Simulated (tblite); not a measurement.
Compound: C₆H₂N₂O.
Bonds: N1–C2 (triple), C2–C3, C3–C4 (double), C4–C5 (double), C5–C6, C6–N7 (triple), C5–C8, C8–O9 (double). Hydrogens: H10 on C3; H11 on C8.

Computed with GFN2-xTB (tblite), gas phase: L-BFGS steps from a force-field or distance-geometry start until the largest atomic force falls under 0.01 eV/Å.

Step 50: E = -641.9459 eV
```
atom  x, y, z in Å  |  force x, y, z in eV/Å
N1      3.5972    0.0875    1.4327   -0.063  -0.021   0.153
C2      2.6873   -0.0922    0.7629    0.048   0.076  -0.147
C3      1.6673   -0.3092   -0.1882    0.034   0.055  -0.028
C4      0.4175    0.0290   -0.0738    0.141   0.018  -0.029
C5     -0.8682    0.2639   -0.1241    0.028  -0.030  -0.017
C6     -1.3889    1.4697   -0.6518   -0.025   0.059  -0.013
N7     -1.8347    2.4302   -1.0862    0.021  -0.041   0.028
C8     -1.8584   -0.7858    0.2656    0.136  -0.010   0.137
O9     -1.7974   -1.4606    1.2471    0.016  -0.024  -0.058
H10     2.0271   -0.7466   -1.1159   -0.025  -0.076   0.035
H11    -2.6435   -0.8833   -0.4942   -0.311  -0.005  -0.060
```

Step 51: E = -641.9482 eV
```
atom  x, y, z in Å  |  force x, y, z in eV/Å
N1      3.6145    0.0898    1.4334    0.077  -0.011   0.229
C2      2.7083   -0.0958    0.7627   -0.179   0.070  -0.257
C3      1.6780   -0.3092   -0.1810    0.096   0.040  -0.023
C4      0.4290    0.0306   -0.0670   -0.024   0.034  -0.007
C5     -0.8595    0.2587   -0.1246    0.080  -0.008  -0.075
C6     -1.3958    1.4588   -0.6522    0.102  -0.083   0.062
N7     -1.8612    2.4103   -1.0815   -0.051   0.119  -0.051
C8     -1.8623   -0.7801    0.2605   -0.061   0.084  -0.200
O9     -1.8088   -1.4539    1.2397   -0.011  -0.184   0.100
H10     2.0274   -0.7484   -1.1121    0.000  -0.074   0.034
H11    -2.6643   -0.8583   -0.5038   -0.029   0.012   0.187
```

Step 52: E = -641.9523 eV
```
atom  x, y, z in Å  |  force x, y, z in eV/Å
N1      3.6082    0.0921    1.4345   -0.009  -0.021   0.168
C2      2.7020   -0.0930    0.7621   -0.050   0.076  -0.173
C3      1.6745   -0.3091   -0.1823    0.055   0.044  -0.033
C4      0.4258    0.0314   -0.0663    0.044   0.030  -0.011
C5     -0.8618    0.2617   -0.1195    0.027  -0.006  -0.052
C6     -1.3944    1.4621   -0.6496    0.008   0.115  -0.067
N7     -1.8492    2.4139   -1.0950    0.043  -0.095   0.071
C8     -1.8593   -0.7824    0.2636   -0.053   0.050  -0.124
O9     -1.7961   -1.4731    1.2315    0.003  -0.126   0.042
H10     2.0226   -0.7506   -1.1123    0.005  -0.073   0.031
H11    -2.6670   -0.8505   -0.4926   -0.073   0.006   0.151
```

Q: Estimate the geometry and energy of step 53. (The exact step hangs on the optimiser's Hessian estimate; all steps are aligned on step 52, rigid shifts and turns removed.)

A: E = -641.9595 eV, largest force 0.461 eV/Å
```
atom  x, y, z in Å  |  force x, y, z in eV/Å
N1      3.5916    0.1009    1.4415   -0.182  -0.038   0.011
C2      2.6919   -0.0834    0.7570    0.212   0.064   0.035
C3      1.6658   -0.3090   -0.1827   -0.052   0.088  -0.041
C4      0.4201    0.0404   -0.0522    0.106   0.010  -0.098
C5     -0.8683    0.2687   -0.1082   -0.076  -0.032   0.032
C6     -1.3942    1.4695   -0.6508   -0.006   0.277  -0.230
N7     -1.8105    2.4230   -1.1347    0.108  -0.361   0.253
C8     -1.8515   -0.7902    0.2709   -0.017  -0.190   0.231
O9     -1.7529   -1.5391    1.2004    0.001   0.259  -0.381
H10     2.0004   -0.7598   -1.1133    0.015  -0.060   0.048
H11    -2.6869   -0.8186   -0.4537   -0.110  -0.018   0.139
```

The energy changes by -0.0072 eV. The first-order estimate −F·Δx gives -0.0143 eV and the mean of the old and new forces, exact on a quadratic surface, -0.0064 eV. The step makes an angle of 75° with the force vector and moves no atom by more than 0.085 Å.

What follows is the cost of the whole relaxation. The run took 0.72 s on one thread of an Arm Neoverse N1, shared host.
